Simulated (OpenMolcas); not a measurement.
V³⁺: CASPT2 settings compared

```json
{"Program": "OpenMolcas", "Basis": "ANO-L-VDZP [5s4p2d1f]", "Scalar Hamiltonian": "non-relativistic, point nucleus", "Active space": "2 electrons in 5 orbitals (3d)", "State averaging": "2S+1 = 3 even, 10 roots; 2S+1 = 1 even, 15 roots", "Spin-orbit coupling": "RASSI with atomic mean-field integrals over the reference wave functions, term energies averaged over their components"}
```

Methods on the same reference wave functions:
A. CASSCF
B. SS-CASPT2, IPEA 0.1 Eh, real shift 0.2 Eh (closed shells correlated: 2s 2p 3s 3p)
C. XMS-CASPT2, IPEA 0.4 Eh, real shift 0.15 Eh (closed shells correlated: 3s 3p)
D. XMS-CASPT2, IPEA 0.6 Eh, imaginary shift 0.4 Eh (closed shells correlated: 3s 3p)

Energies in cm⁻¹ above 3d² ³F₂, the measured ground level; measured values from Sugar and Corliss, J. Phys. Chem. Ref. Data 7, 1191 (1978).

| Level | A | B | C | D | Measured |
| --- | --- | --- | --- | --- | --- |
| 3d² ³F₂ | 0.0 | 0.0 | 0.0 | 0.0 | 0.0 |
| 3d² ³F₃ | 317 | 319 | 319 | 319 | 325 |
| 3d² ³F₄ | 728 | 729 | 729 | 729 | 735 |
| 3d² ¹D₂ | 13468 | 11010 | 11350 | 11280 | 10959 |
| 3d² ³P₀ | 15956 | 13620 | 13760 | 13720 |  |
| 3d² ³P₁ | 16067 | 13730 | 13870 | 13830 | 13239 |
| 3d² ³P₂ | 16305 | 13970 | 14110 | 14070 | 13458 |
| 3d² ¹G₄ | 20791 | 19560 | 19520 | 19460 | 18391 |
| 3d² ¹S₀ | 50635 | 43810 | 44500 | 44320 | 42462 |

Deviations, from unrounded energies. A percentage is the sum of absolute deviations over the sum of measured energies, with the sign that they share, or ± where signs differ.

| Against measurement | Levels | A | B | C | D |
| --- | --- | --- | --- | --- | --- |
| mean absolute deviation (cm-1) | 7 | 2700 | 510 | 690 | 640 |
| fine structure of the ground term (%) | 2 | -1.4 | -1.1 | -1.2 | -1.2 |
| other terms of the ground configuration (%) | 5 | +19.0 | +3.6 | +4.9 | +4.5 |

B lies closest to measurement on these levels and A furthest from it. The largest miss of B in the table is 3d² ¹S₀, by +1300 cm-1. The ranking rests on the paired levels alone, and a cruder setting can come out closer through cancelling errors.

Among B to D the level of the table that moves most is 3d² ¹S₀, by 690 cm-1 (lowest in B, highest in C). Moves below CASPT2's spread within the term are not significant.

The mean deviations of B to D differ by less than CASPT2's widest spread within a term (1000 cm-1), so their order carries little weight.

From A to B the spin-free energies of the other terms of 3d² shown, above ³F, scale by factors of 0.81 to 0.94, as is usual when dynamic correlation screens the repulsion within a d or f shell.

The lowest spin-free term lies below A's lowest term by 0.147 hartree in B, 0.139 hartree in C, 0.137 hartree in D.

CASPT2 does not keep the components of a term degenerate, so their means are used; among the terms shown or strongly mixed into the levels shown the widest spread is 1000 cm-1 (3d² ¹G, D). The basis is small and was not contracted for so high a charge. Without dynamic correlation excited terms often stand tens of per cent too high (terms of higher spin than the ground term too low), and those without a measured partner can miss by more than the paired ones (holds for A). Computed and measured levels are paired by configuration, term and J; levels that our copy of the source lacks, or whose pairing is in doubt (as where it misses far off the trend of its configuration), stay unpaired and out of the deviations. Levels of configurations outside the active space are missing.
